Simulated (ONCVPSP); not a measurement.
**holmium: one change to an ONCV potential, before and after**

* Element: holmium
* Generator: ONCVPSP 4.0.1
* Type: optimised norm-conserving Vanderbilt (ONCV)
* Functional: PBE
* Relativity: scalar-relativistic
* Frozen core: [Xe] 4f10
* Valence charge: 3
* Reference configuration: 5d1 6s1 6p1
* Partial waves: 6s: rc 3.00 bohr, ncon 3, nbas 7, qcut 2.2 1/bohr, 2 projectors, debl 3.1 Ha; 6p: rc 4.00 bohr, ncon 4, nbas 7, qcut 1.8 1/bohr, 1 projector; 5d: rc 2.40 bohr, ncon 4, nbas 8, qcut 3.6 1/bohr, 2 projectors, debl 1.9 Ha
* Local potential: polynomial inside 2.05 bohr (lpopt 5, dvloc0 2 Ha)
* Core correction: none

Change: s: debl 3.55.

Cutoffs: the cutoffs (Ha) at which the residual kinetic energy of the hardest occupied pseudo-wave falls to 1 and 0.1 mHa per electron; they do not see the model core or the augmentation charge, which bear on the density cutoff. Errors are all-electron minus pseudo energies relative to the spin-unpolarised reference configuration.

Q: Predict the effect on cutoff, ghosts and configuration errors.

A: The potential gets neither clearly harder nor softer (15 Ha and 38 Ha → 15 Ha and 38 Ha); the lowest positive-energy flag moves from s at 58.3 eV to none; the errors of the 3 common tests hardly move; neither file shows a bound ghost.

| quantity | base | changed |
| --- | --- | --- |
| cutoff, loose | 15 Ha | 15 Ha |
| cutoff, tight | 38 Ha | 38 Ha |
| bound ghosts | none | none |
| GHOST(+) flags under 300 eV | s at 58.3 eV | none |
| tests counted as reliable (solved cleanly; for ONCVPSP, near-neutral configurations with less than one 5d electron left out) | 3 of 4 | 3 of 4 |
| error for 5d1 6s2 6p0, meV [ΔE -3.09 eV] | +7.6 | +7.7 |
| error for 5d1 6s1 6p0, meV [ΔE 3.85 eV] | +0.1 | +0.2 |
| error for 5d1 6s0 6p0, meV [ΔE 16.45 eV] | +189 | +189 |
| s: phases at 3.05 bohr within 0.05 rad from the reference energy up to (Ha; the scan ends near 5) | 1.1 | 0.9 |
| p: phases at 4.07 bohr within 0.05 rad from the reference energy up to (Ha; the scan ends near 5) | 0.2 | 0.2 |
| d: phases at 2.43 bohr within 0.05 rad from the reference energy up to (Ha; the scan ends near 5) | to the end of the scan | to the end of the scan |

Base: Tests not counted: 5d0 6s2 6p1 (all-electron energy unsafe for a near-neutral lanthanide with less than one 5d electron, printed error +199 meV). Changed file: Tests not counted: 5d0 6s2 6p1 (all-electron energy unsafe for a near-neutral lanthanide with less than one 5d electron, printed error +199 meV).
